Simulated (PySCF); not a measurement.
# Ionisation energy of Be²⁺ by level of theory

Be²⁺ 1s2 (1S) → Be³⁺ 1s1 (2S), as a difference of total energies. Calculation: PySCF 2.14, in an uncontracted even-tempered set (17 s from 0.49 bohr⁻², ratio 2.2; 7 p from 0.82 bohr⁻², ratio 2.4; 4 d from 2.5 bohr⁻², ratio 2.4; 3 f from 3.7 bohr⁻², ratio 2.4; 3 g from 5.5 bohr⁻², ratio 2.4); the spin-free X2C one-electron Hamiltonian (Gaussian nucleus). Correlated levels: nothing frozen; virtual orbitals above 40 to 60 times the deepest correlated orbital energy dropped. The calculations carry no spin-orbit coupling.

```
                 method  ionisation energy (eV)
                    UHF                  152.71
    MP2 (all electrons)                  153.83
SCS-MP2 (all electrons)                  154.05
   CCSD (all electrons)                  153.90
```

Q: How much does correlation contribute at MP2 (all electrons)?

A: 153.83 − (152.71) = 1.12 eV, measured against UHF.

With two correlated electrons CCSD is exact in that space.

For comparison: 153.90 eV (theoretical estimate listed by NIST; NIST Atomic Spectra Database, ionization energies).
